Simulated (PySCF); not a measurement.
# From a computed spectrum to the compound

A species of 7 atoms with charge -1 has these harmonic modes (PBE0, small Gaussian bases with core potentials, PySCF 2.14.0):

| cm⁻¹ | km/mol | symmetry |
| --- | --- | --- |
| 55 | 16.1 | a' |
| 59 | 10.8 | a'' |
| 72 | 11.3 | a' |
| 121 | 0.1 | a'' |
| 135 | 33.6 | a' |
| 210 | 9.0 | a' |
| 246 | 47.9 | a'' |
| 247 | 22.2 | a' |
| 266 | 48.9 | a' |
| 487 | 77.5 | a'' |
| 737 | 22.6 | a'' |
| 747 | 446.9 | a' |
| 1632 | 35.5 | a' |
| 3598 | 174.8 | a' |
| 3658 | 347.4 | a'' |

(1) Which species is it, and in which structure?

## Answers

(1) [TmCl3(H2O)]− (singlet in the valence; each metal's 4f electrons, 13 of them, lie in its core potential, out of spins and levels):
```xyz
7

Tm    0.1162   -0.1059   -0.0459
Cl    0.6976    2.1978    1.2398
Cl   -2.3467   -0.9151    0.7140
Cl    1.8860   -1.6220   -1.3166
O    -1.5350    1.6484   -0.8718
H    -1.1337    2.2334   -0.1967
H    -2.2092    1.1337   -0.3824
```
Ideal gas at 298.15 K and 1 bar: S = 428.1 J/(mol K), Cp = 115.7 J/(mol K), H − H(0 K) = 26.2 kJ/mol (rigid rotor, harmonic modes, spin degeneracy alone, that of the 4f electrons in the core included; the modes under 60 cm⁻¹ make these uncertain). An lcecp potential fixes the number of 4f electrons, so in runs with it no electron can move into or out of that shell.
 Other answers can fit too; this one was computed.
